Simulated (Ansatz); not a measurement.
Mulliken charges of `Cl[C]1=C[CH2][SnH2]1` from r2SCAN/def2-TZVPP in Ansatz (PBE0-D4/def2-TZVP geometry).

```csv
atom,x (Å),y (Å),z (Å),charge (e)
Cl1,1.099,0.056,2.785,-0.112
C2,0.475,0.025,1.189,-0.306
C3,-0.017,-1.050,0.562,0.037
C4,-0.482,-0.726,-0.835,-0.394
Sn5,0.134,1.328,-0.474,0.765
H6,-0.080,-2.047,0.996,0.072
H7,-1.552,-0.874,-0.994,0.083
H8,0.067,-1.249,-1.620,0.083
H9,-1.058,2.539,-0.309,-0.114
H10,1.496,1.947,-1.297,-0.114
```

Q: By hand: the dipole of these point charges (1 e Å = 4.8032 D).

A: Σ q r = (-0.156, 0.414, -0.651) e Å, of length 0.787 e Å = 3.78 D.

Q: How does the dipole of the full density compare? (Estimate.)

A: Computed: (-0.154, -0.008, -0.394) e Å, 2.03 D; the point charges give 1.86 times that, at 34° from its direction.

Point charges leave out the atoms' own dipoles, such as those of lone pairs, and Mulliken's split depends on the basis, so the two needn't agree.
